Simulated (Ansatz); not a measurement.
Ansatz (a first-principles code) input (CCSD(T)/aug-cc-pV(D+d)Z):
A basis named .json is the Basis Set Exchange file of that set.

Ansatz 0.2 input:
```yaml
crystal:
  periodic: [false, false, false]
  atoms:
    - {symbol: Si, position_ang: [2.17303550, -0.43987468, -0.60008296]}
    - {symbol: C, position_ang: [0.34599226, 0.00431866, -0.68913542]}
    - {symbol: C, position_ang: [-0.34599226, -0.00431866, 0.68913542]}
    - {symbol: Si, position_ang: [-2.17303550, 0.43987468, 0.60008296]}
    - {symbol: H, position_ang: [2.88565018, 0.52708311, 0.27143544]}
    - {symbol: H, position_ang: [2.79845690, -0.41956030, -1.94562762]}
    - {symbol: H, position_ang: [2.33503810, -1.79601920, -0.01956715]}
    - {symbol: H, position_ang: [0.25068931, 0.98950968, -1.15623203]}
    - {symbol: H, position_ang: [-0.14914387, -0.69743728, -1.36754685]}
    - {symbol: H, position_ang: [-0.25068931, -0.98950968, 1.15623203]}
    - {symbol: H, position_ang: [0.14914387, 0.69743728, 1.36754685]}
    - {symbol: H, position_ang: [-2.33503810, 1.79601920, 0.01956715]}
    - {symbol: H, position_ang: [-2.79845690, 0.41956030, 1.94562762]}
    - {symbol: H, position_ang: [-2.88565018, -0.52708311, -0.27143544]}
basis:
  gaussian:
    orbitals: aug-cc-pV_D+d_Z.json
magnetization: {spin_polarized: false}
correlation: {method: ccsd_t, electrons: outside_noble_gas}
output: {forces: true}
```

Output:

```
Functional definition: HF
integrals: 1.02 GiB planned
2006 factors; integrals over basis functions are off by at most 7.5e-4 eV
1.17 GiB of device memory are held for the factors and their scratch space
mean field: 1.17 GiB planned
mean field evaluation 1: about -17940.0775 eV, gradient 3.5e1 eV
mean field evaluation 2: about -17940.1229 eV, gradient 3.5e1 eV
mean field evaluation 4: about -17944.0347 eV, gradient 3.9e0 eV
mean field evaluation 8: about -17944.1009 eV, gradient 8.7e-2 eV
mean field evaluation 16: about -17944.0363 eV, gradient 4.0e-1 eV
mean field -17944.10092367 eV, -659.4335459963 hartree, gradient 4.3e-6 eV, S^2 0.000000; 0 other end points of the search recorded, 0 dependent functions left out
12 core orbitals not correlated
reference -17944.10092367 eV, -659.4335459963 hartree; 13, 13 occupied and 175, 175 virtual orbitals, 2006 factors
densities: 8.45 GiB planned
second order -14.27349009 eV of doubles, -0.00000000 eV of singles
coupled cluster: 5.20 GiB planned
cycle   1  -15.71443931 eV  change    -1.4e0 eV  update   9.4e-2
cycle   2  -16.27855309 eV  change   -5.6e-1 eV  update   2.9e-2
cycle   3  -16.32933671 eV  change   -5.1e-2 eV  update   9.0e-3
cycle   4  -16.32594257 eV  change    3.4e-3 eV  update   2.9e-3
cycle   5  -16.32537455 eV  change    5.7e-4 eV  update   9.4e-4
cycle   6  -16.32524283 eV  change    1.3e-4 eV  update   2.9e-4
cycle   7  -16.32520465 eV  change    3.8e-5 eV  update   9.2e-5
cycle   8  -16.32522180 eV  change   -1.7e-5 eV  update   3.4e-5
cycle   9  -16.32522137 eV  change    4.4e-7 eV  update   1.1e-5
cycle  10  -16.32521622 eV  change    5.1e-6 eV  update   3.9e-6
perturbative correction -0.50233428 eV, -0.0184604443 hartree
the calculation of the forces begins
1.17 GiB of device memory are held for the factors and their scratch space
Total energy: -17960.92847417 eV, -660.0519470712 hartree
Atom 0 at     2.173036    -0.439875    -0.600083 Å, force     0.206475    -0.048836    -0.000809 eV/Å
Atom 1 at     0.345992     0.004319    -0.689135 Å, force     0.150842    -0.045693     0.079364 eV/Å
Atom 2 at    -0.345992    -0.004319     0.689135 Å, force    -0.150842     0.045693    -0.079364 eV/Å
Atom 3 at    -2.173036     0.439875     0.600083 Å, force    -0.206475     0.048836     0.000809 eV/Å
Atom 4 at     2.885650     0.527083     0.271435 Å, force     0.062682     0.100938     0.088712 eV/Å
Atom 5 at     2.798457    -0.419560    -1.945628 Å, force     0.058535     0.002182    -0.128176 eV/Å
Atom 6 at     2.335038    -1.796019    -0.019567 Å, force     0.006558    -0.135858     0.059050 eV/Å
Atom 7 at     0.250689     0.989510    -1.156232 Å, force    -0.047751     0.465557    -0.210217 eV/Å
Atom 8 at    -0.149144    -0.697437    -1.367547 Å, force    -0.236992    -0.332874    -0.310232 eV/Å
Atom 9 at    -0.250689    -0.989510     1.156232 Å, force     0.047751    -0.465557     0.210217 eV/Å
Atom 10 at     0.149144     0.697437     1.367547 Å, force     0.236992     0.332874     0.310232 eV/Å
Atom 11 at    -2.335038     1.796019     0.019567 Å, force    -0.006558     0.135858    -0.059050 eV/Å
Atom 12 at    -2.798457     0.419560     1.945628 Å, force    -0.058535    -0.002182     0.128176 eV/Å
Atom 13 at    -2.885650    -0.527083    -0.271435 Å, force    -0.062682    -0.100938    -0.088712 eV/Å
Dipole moment:    -0.000000    -0.000000     0.000000 e Å
```
